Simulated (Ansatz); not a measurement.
A run for Ansatz (an electronic-structure program): R-r2SCAN/def2-TZVPP on CH4BFO (SMILES CB(O)F), a point of a torsion scan.

Ansatz 0.2 input:
```yaml
crystal:
  periodic: [false, false, false]
  atoms:
    - {symbol: C, position_ang: [-0.88847322, -0.18373209, -0.05974179]}
    - {symbol: B, position_ang: [0.55494758, 0.42422454, 0.14351353]}
    - {symbol: O, position_ang: [1.63898326, -0.07735375, -0.44136523]}
    - {symbol: F, position_ang: [0.71711434, 1.49823892, 0.94032134]}
    - {symbol: H, position_ang: [-1.56326986, 0.56084965, -0.47533694]}
    - {symbol: H, position_ang: [-0.87772455, -1.04254664, -0.72174177]}
    - {symbol: H, position_ang: [-1.31313772, -0.49073420, 0.89308399]}
    - {symbol: H, position_ang: [2.46864484, 0.36495059, -0.25318310]}
basis:
  gaussian:
    orbitals: def2-TZVPP
hamiltonian:
  xc: {name: r2SCAN}
scf: {lower_state_search: off}
```

### Question
Predict the final total energy.

### Answer
-240.5451 hartree.
